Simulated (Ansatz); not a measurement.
`[NH2][Sn][F]` + HCl → `[F][Sn][Cl]` + NH₃ at 400 K and 1 bar (ligand exchange at the Sn–N bond).

Gas-phase electronic energies from Ansatz, PBE0-D4/def2-TZVP geometries. CCSD(T)/CBS is the MP2 limit (def2-TZVPP, def2-QZVPP) plus CCSD(T) − MP2 in def2-TZVPP, frozen cores. This one scheme is used for every species. Elements past krypton have def2 core potentials. For Sn outer-core shells are correlated without core-valence functions, which leaves a few kJ/mol of doubt a bond. One conformer a species, not always the lowest.

```
       species  CCSD(T)/CBS energy (Eh)  H − E (kJ/mol)  S (J/(mol·K))
`[NH2][Sn][F]`               -369.78999            90.9          318.4
           HCl               -460.38127            29.6          195.4
 `[F][Sn][Cl]`               -773.69640            25.0          315.5
           NH₃                -56.50880           104.2          203.1
```

H − E and S are ideal-gas, rigid-rotor, harmonic terms from PBE0-D4/def2-TZVP, for one conformer and one mirror image of each species. 1 Eh = 2625.50 kJ/mol, R = 8.31446 J/(mol·K).

Task: By hand: ΔE, ΔH, ΔS and ΔG.

Result: ΔE = (-773.69640) + (-56.50880) − (-369.78999) − (-460.38127) = -0.03394 Eh = -89.1 kJ/mol. Δ(H − E) = 25.0 + 104.2 − 90.9 − 29.6 = 8.7, so ΔH = -80.4 kJ/mol. ΔS = 315.5 + 203.1 − 318.4 − 195.4 = 4.8 J/(mol·K). ΔG = -80.4 − 400 × (4.8)/1000 = -82.3 kJ/mol.

Task: By hand: the equilibrium constant, and the temperature at which ΔG would vanish if ΔH and ΔS stayed fixed.

Result: log₁₀ K = −ΔG/(RT ln 10) = 10.7. ΔH and −TΔS have one sign here, so there is no such temperature.

The number of gas molecules stays the same, so ΔS is small and ΔH decides. A doubt of 5 kJ/mol in ΔE shifts log₁₀ K by 0.7 here. Other conformers and mirror images would add mixing entropy, several J/(mol·K) or more a flexible species. These are equilibria of isolated gas molecules and say nothing of rates. Largest T1 diagnostic: 0.017 (customary marks: 0.02 for closed shells, 0.045 for open ones).

ΔS is within the doubt of such terms, so its sign, and with it that verdict, could turn.
